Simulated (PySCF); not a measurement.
Isomers C7H7N:

A. SMILES C(=C)C(=C)/C=C/C#N
B. `Nc1ccc2c(c1)C2`
C. SMILES C=C1C[C@H](C#N)C1=C

Spectrum 1. $^{1}$H NMR (400 MHz, computed): δ 5.94 (br s, 1H), 5.86 (br s, 1H), 5.59 (br s, 1H), 5.36 (br s, 1H), 3.35 (m, 1H), 3.05 (m, 1H), 2.98 (m, 1H). $^{13}$C{$^{1}$H} NMR (computed): δ 151.7 (C), 151.6 (C), 125.1 (C), 116.5 (CH2), 115.0 (CH2), 35.9 (CH2), 26.6 (CH).

Spectrum 2. $^{1}$H NMR (400 MHz, computed): δ 7.28 (d, 1H), 6.76 (m, 1H), 5.93 (d, 1H), 5.88 (m, 1H), 5.82 (m, 1H), 5.65 (m, 1H), 5.63 (m, 1H). $^{13}$C{$^{1}$H} NMR (computed): δ 158.8 (CH), 151.2 (C), 142.8 (CH), 129.3 (CH2), 129.2 (CH2), 123.2 (C), 108.8 (CH).

Spectrum 3. $^{1}$H NMR (400 MHz, computed): δ 7.29 (d, 1H), 6.77 (s, 1H), 6.37 (d, 1H), 3.51 (br s, 2H), 3.43 (s, 2H). $^{13}$C{$^{1}$H} NMR (computed): δ 153.8 (C), 136.4 (C), 120.0 (CH), 119.5 (C), 115.0 (CH), 104.8 (CH), 23.9 (CH2).

[PySCF: GFN2-xTB geometry; PBE0/pcSseg-1 with gauge-including orbitals; one computed conformer; non-relativistic; no solvent model; rapidly exchanging positions averaged]

Shifts are taken against calculated references (same method and geometry level): $^{1}$H (σ = 31.72 ppm) and $^{13}$C (σ = 186.93 ppm) vs TMS. Where no couplings were computed, multiplicities follow the n + 1 count of equivalent neighbours, and m marks all less simple cases (inequivalent or close neighbours, rings, F or P nearby). Shifts are as computed. Against solution values, carbons near 30 ppm lie about +3 ppm off and those near 130 ppm about +5 ppm (rms about the fit 2.1 ppm; single classes can miss by 10 ppm). Of 1328 compounds with measured shifts, 309 miss one by over three times the rms of a fit or turn the order of signals round; such compounds aren't used in these exercises. Signals without a measured value on file couldn't be tested in this way; 1H shifts scatter by 0.2 ppm about their fit, and single ones miss by 0.5 ppm. OH and NH positions are gas-phase values without hydrogen bonding to other molecules.

Question: Which spectrum belongs to which compound?

Answer: 1–C, 2–A, 3–B.

- Spectrum 1 (C): 7 $^{13}$C signals; δC 151.7 is a fully substituted alkene carbon; δC 151.6 is a fully substituted alkene carbon.
- Spectrum 2 (A): 7 $^{13}$C signals; δC 158.8 is an alkene CH; δC 151.2 is a fully substituted alkene carbon.
- Spectrum 3 (B): 7 $^{13}$C signals; δC 153.8 is an aromatic carbon bearing nitrogen; δC 115.0 is an aromatic CH.
